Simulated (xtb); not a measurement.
xtb input (GFN2-xTB):

```bash
xtb mol.xyz --gfn 2 --sp --chrg -1 --uhf 0
```
mol.xyz:
```
17

C      1.99228854    -0.09195119     0.96234920
C      1.20687628     0.90190802     0.07780046
C      0.59290912     0.29688880    -1.14953253
C     -0.59052611    -0.44122386    -1.19928913
C     -1.62455388    -0.69215885    -0.30636901
C     -1.80338762    -0.04881995     1.03810323
H      2.41902068     0.39015500     1.85637337
H      1.33321412    -0.89946778     1.28829746
H      2.80880695    -0.54655131     0.39190038
H      0.44778507     1.37126697     0.71365969
H      1.89840883     1.71056566    -0.20469185
H      1.25260245     0.22428938    -2.01146973
H     -0.74060625    -0.93097859    -2.16595813
H     -2.47478457    -1.25590076    -0.67793171
H     -0.92694938    -0.14834787     1.69873815
H     -2.01165158     1.03805621     0.99895573
H     -2.64748429    -0.50094495     1.57375317
```

End of the output:

```
         :::::::::::::::::::::::::::::::::::::::::::::::::::::
         ::                     SUMMARY                     ::
         :::::::::::::::::::::::::::::::::::::::::::::::::::::
         :: total energy             -18.549781631742 Eh    ::
         :: gradient norm              0.023471859944 Eh/a0 ::
         :: HOMO-LUMO gap              3.650105735202 eV    ::
         ::.................................................::
         :: SCC energy               -18.837714804822 Eh    ::
         :: -> isotropic ES            0.115420244264 Eh    ::
         :: -> anisotropic ES          0.024955906012 Eh    ::
         :: -> anisotropic XC          0.010038562185 Eh    ::
         :: -> dispersion             -0.012135654658 Eh    ::
         :: repulsion energy           0.287933173080 Eh    ::
         :: add. restraining           0.000000000000 Eh    ::
         :: total charge              -1.000000000000 e     ::
         :::::::::::::::::::::::::::::::::::::::::::::::::::::

           -------------------------------------------------
          |                Property Printout                |
           -------------------------------------------------

    * Orbital Energies and Occupations

         #    Occupation            Energy/Eh            Energy/eV
      -------------------------------------------------------------
         1        2.0000           -0.4353430             -11.8463
       ...           ...                  ...                  ...
         6        2.0000           -0.3313196              -9.0157
         7        2.0000           -0.3235572              -8.8044
         8        2.0000           -0.3025329              -8.2323
         9        2.0000           -0.2959814              -8.0541
        10        2.0000           -0.2882701              -7.8442
        11        2.0000           -0.2829211              -7.6987
        12        2.0000           -0.2727118              -7.4209
        13        2.0000           -0.2503810              -6.8132
        14        2.0000           -0.2443046              -6.6479
        15        2.0000           -0.2043720              -5.5612
        16        2.0000           -0.2027247              -5.5164
        17        2.0000           -0.1684270              -4.5831
        18        2.0000           -0.0589853              -1.6051 (HOMO)
        19                          0.0751536               2.0450 (LUMO)
        20                          0.2834042               7.7118
        21                          0.2943127               8.0087
        22                          0.3039382               8.2706
        23                          0.3188514               8.6764
        24                          0.3226463               8.7797
        25                          0.3370848               9.1725
        26                          0.3551821               9.6650
        27                          0.3611735               9.8280
        28                          0.3719117              10.1202
        29                          0.3792462              10.3198
       ...                                ...                  ...
        35                          0.8354186              22.7329
      -------------------------------------------------------------
                  HL-Gap            0.1341389 Eh            3.6501 eV
             Fermi-level            0.0080841 Eh            0.2200 eV

     #   Z          covCN         q      C6AA      α(0)
     1   6 C        3.746    -0.079    22.083     6.703
     2   6 C        3.798    -0.026    21.040     6.531
     3   6 C        2.885    -0.189    32.960     9.412
     4   6 C        2.887    -0.056    29.396     8.889
     5   6 C        2.883    -0.182    32.758     9.383
     6   6 C        3.747    -0.048    21.505     6.615
     7   1 H        0.923    -0.026     3.545     2.944
     8   1 H        0.924     0.015     2.814     2.623
     9   1 H        0.924    -0.006     3.158     2.779
    10   1 H        0.924    -0.009     3.224     2.808
    11   1 H        0.923    -0.040     3.863     3.074
    12   1 H        0.925    -0.089     5.196     3.565
    13   1 H        0.924    -0.072     4.668     3.379
    14   1 H        0.925    -0.087     5.126     3.540
    15   1 H        0.923    -0.022     3.473     2.915
    16   1 H        0.922    -0.042     3.903     3.090
    17   1 H        0.924    -0.042     3.890     3.084

 Mol. C6AA /au·bohr⁶  :       2741.041506
 Mol. C8AA /au·bohr⁸  :      57843.834582
 Mol. α(0) /au        :         81.334132

Wiberg/Mayer (AO) data.
largest (>0.10) Wiberg bond orders for each atom

 ---------------------------------------------------------------------------
     #   Z sym  total        # sym  WBO       # sym  WBO       # sym  WBO
 ---------------------------------------------------------------------------
     1   6 C    3.991 --     9 H    0.990     8 H    0.988     7 H    0.987
                             2 C    0.983
     2   6 C    3.975 --     3 C    1.018     1 C    0.983    11 H    0.977
                            10 H    0.973
     3   6 C    3.765 --     4 C    1.464     2 C    1.018    12 H    0.968
                             5 C    0.258
     4   6 C    3.973 --     5 C    1.493     3 C    1.464    13 H    0.964
     5   6 C    3.780 --     4 C    1.493     6 C    1.018    14 H    0.969
                             3 C    0.258
     6   6 C    3.977 --     5 C    1.018    17 H    0.988    15 H    0.975
                            16 H    0.971
     7   1 H    0.999 --     1 C    0.987
     8   1 H    1.000 --     1 C    0.988
     9   1 H    1.000 --     1 C    0.990
    10   1 H    1.000 --     2 C    0.973
    11   1 H    0.998 --     2 C    0.977
    12   1 H    0.992 --     3 C    0.968
    13   1 H    0.995 --     4 C    0.964
    14   1 H    0.992 --     5 C    0.969
    15   1 H    1.000 --     6 C    0.975
    16   1 H    0.998 --     6 C    0.971
    17   1 H    0.998 --     6 C    0.988
 ---------------------------------------------------------------------------

Topologies differ in total number of bonds
Writing topology from bond orders to xtbtopo.mol

molecular dipole:
                 x           y           z       tot (Debye)
 q only:        0.656       0.218       0.816
Note: The following floating-point exceptions are signalling: IEEE_UNDERFLOW_FLAG IEEE_DENORMAL
normal termination of xtb
   full:        0.727       0.240       1.042       3.286
molecular quadrupole (traceless):
                xx          xy          yy          xz          yz          zz
 q only:       -5.621      -4.046       5.394       0.572      -1.123       0.227
  q+dip:       -3.825      -2.908       3.447      -0.385       0.266       0.378
   full:       -4.110      -3.241       3.594      -0.104       0.179       0.517

           -------------------------------------------------
          | TOTAL ENERGY              -18.549781631742 Eh   |
          | GRADIENT NORM               0.023471859944 Eh/α |
          | HOMO-LUMO GAP               3.650105735202 eV   |
           -------------------------------------------------

------------------------------------------------------------------------
------------------------------------------------------------------------
 total:
 SCF:
```

It need not be the lowest isomer of its formula. Whether it binds its extra electron was not tested at this geometry.
